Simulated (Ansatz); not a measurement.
A structure relaxed at PBE0-D4/def2-TZVP, charge 0, multiplicity 1:

Cartesian coordinates in Å:
```
Si 0.746 0.316 -0.500
Sb -1.233 0.314 1.147
H 1.983 0.677 0.243
H 0.499 1.351 -1.538
H 0.944 -0.998 -1.162
H -0.719 -1.176 1.807
H -2.220 -0.484 0.003
```

Question: Give its formula and SMILES.

Answer: H5SbSi, `[SiH3][SbH2]`.

Question: Point group (tolerance 0.08 Å, 0.16 Å for H)?

Answer: Cs.

Question: Summarise the bond lengths by kind.

Answer: 1 × Sb–Si 2.574 Å; 3 × H–Si 1.485 to 1.487 Å; 2 × H–Sb 1.708 to 1.709 Å.

Computed with Ansatz.
